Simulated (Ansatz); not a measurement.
`O[SiH](O)O[SiH](F)F`, relaxed with RKS PBE0-D4/def2-TZVP in the Gaussian-basis code of Ansatz from a PBE-D4/def2-SVP geometry. The force threshold is 0.005 eV/Å; the program also tests the step.

Total charge 0; spin multiplicity 1.

Start:

```xyz
11

O     0.712    1.953   -0.807
Si    0.754    0.292   -0.956
O     1.805   -0.453    0.098
O    -0.834   -0.160   -0.609
Si   -1.544   -0.696    0.770
F    -0.482   -0.468    1.999
F    -1.803   -2.294    0.693
H     1.557    2.405   -0.974
H     1.119   -0.171   -2.320
H     1.535   -0.399    1.035
H    -2.819   -0.007    1.071
```

(1) How much energy does the relaxation release, and in how many steps? (Estimate.)

(2) Which bonds change most? (An estimate is asked.)

(3) Give the relaxed structure. (Estimate.)

## Answers

(1) The calculation gave: 0.21 eV, in 17 steps, 3 of them rejected.

(2) The calculation gave: Si2–O4 from 1.687 to 1.634 Å; Si5–F6 from 1.640 to 1.588 Å; Si5–F7 from 1.621 to 1.579 Å; O4–Si5 from 1.641 to 1.602 Å.

(3) Computed: 
```xyz
11

O     0.655    1.883   -0.779
Si    0.783    0.261   -0.918
O     1.982   -0.367   -0.011
O    -0.683   -0.292   -0.450
Si   -1.596   -0.717    0.795
F    -0.734   -0.621    2.125
F    -2.034   -2.226    0.641
H     1.428    2.412   -0.979
H     1.050   -0.177   -2.295
H     1.941   -0.273    0.942
H    -2.792    0.117    0.928
```
